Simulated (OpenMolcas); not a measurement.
## Zn I: CASPT2 settings compared

```
Program             : OpenMolcas 26.06
Basis               : ANO-L-VDZP [5s4p2d1f]
Scalar Hamiltonian  : non-relativistic, point nucleus
Active space        : 2 electrons in 4 orbitals (4s 4p)
State averaging     : 2S+1 = 3 even, 3 roots (0 in the spin-orbit step); 2S+1 = 1 even, 1 root kept (CI in the orbitals of an earlier block); 2S+1 = 3 odd, 3 roots; 2S+1 = 1 odd, 3 roots kept (CI in the orbitals of an earlier block, 0 in the spin-orbit step)
Spin-orbit coupling : state interaction with AMFI integrals over the reference wave functions, term energies averaged over their components
```

Methods on the same reference wave functions:
A. CASSCF
B. SS-CASPT2, IPEA 0.4 Eh, real shift 0.05 Eh (closed shells correlated: 3d)
C. SS-CASPT2, IPEA 0.3 Eh, sigma2 regulariser 0.4 Eh (closed shells correlated: 3d)
D. XMS-CASPT2, IPEA 0.2 Eh, sigma1 regulariser 0.3 Eh (closed shells correlated: 3s 3p 3d)

Energies in cm-1 above 4s2 1S0, the measured ground level; measured values from NIST Handbook of Basic Atomic Spectroscopic Data.

```tsv
Level	A	B	C	D	Measured
4s2 1S0	0.0	0.0	0.0	0.0	0.0
4s 4p 3P* 0	30068	33736	33761	33611	32311
4s 4p 3P* 1	30242	33909	33935	33785	32501
4s 4p 3P* 2	30590	34257	34283	34132	32890
```

Deviations, from unrounded energies. A percentage is the sum of absolute deviations over the sum of measured energies, with the sign that they share, or ± where signs differ.

```tsv
Against measurement	Levels	A	B	C	D
mean absolute deviation (cm-1)	3	2300	1400	1400	1300
other configurations (%)	3	-7.0	+4.3	+4.4	+3.9
```

D lies closest to measurement on these levels and A furthest from it. The largest miss of D in the table is 4s 4p 3P* 0, by +1300 cm-1. The ranking rests on the paired levels alone, and a cruder setting can come out closer through cancelling errors.

Among B to D the level of the table that moves most is 4s 4p 3P* 0, by 150 cm-1 (lowest in D, highest in C).

The lowest spin-free term lies below A's lowest term by 0.419 hartree in B, 0.419 hartree in C, 0.573 hartree in D.

Some high roots are left out of the spin-orbit mixing, which shifts the levels that they would mix with. Terms from blocks run as CI alone lack orbitals of their own. Without dynamic correlation excited terms often stand tens of per cent too high (terms of higher spin than the ground term too low), and those without a measured partner can miss by more than the paired ones (holds for A). Measured partners are found by configuration, term and J. A level has none where our copy of the source lacks it or the pairing is in doubt (some pairs that miss far off the trend of their configuration count as doubtful), and it then counts in no deviation. Only configurations of the active space appear.

* marks odd parity.
